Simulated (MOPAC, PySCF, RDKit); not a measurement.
Dimer: BrH3Sn (SMILES [Br][SnH3]) (first 5 atoms) with NH3 (SMILES N); geometry from B3LYP-D3(BJ)/def2-TZVP, rigid monomers moved along the line of their centres of mass till Sn2···N6 is 4.20 Å.
(charge 0, multiplicity 1):
```xyz
9

Br     2.33329    -0.32594     0.97761
Sn     0.43826     1.06202     0.04340
H      1.13794     1.63114    -1.42276
H      0.13736     2.38632     1.06829
H     -0.88335     0.05541    -0.32376
N     -1.31223    -0.30362     3.61351
H     -2.23466    -0.12764     3.99585
H     -1.20020    -1.30630     3.51304
H     -0.62657     0.00262     4.29467
```

Monomers are frozen at their geometry in the pair; levels with a basis set take the counterpoise correction. Rows marked so take none. RDKit's UFF carries no charges.

Rows in 3-21G carry no dispersion term and start afresh at each structure; the Pople sets are all-electron and without relativity. The state reached by PM7 isn't checked; PM7 holds dispersion and hydrogen-bond terms.

The values were computed with MOPAC for PM7 (differences of heats of formation); PySCF for 3-21G rows; RDKit for the force fields. Values without a source in brackets are computed.

### Question
One of these levels gives -9.1 kJ/mol for the interaction energy. Which one is it?
(A) UFF
(B) PM7
(C) HF/3-21G (no counterpoise)

### Answer
B, PM7. The others give -2.7 (UFF), -22.9 (HF/3-21G (no counterpoise))
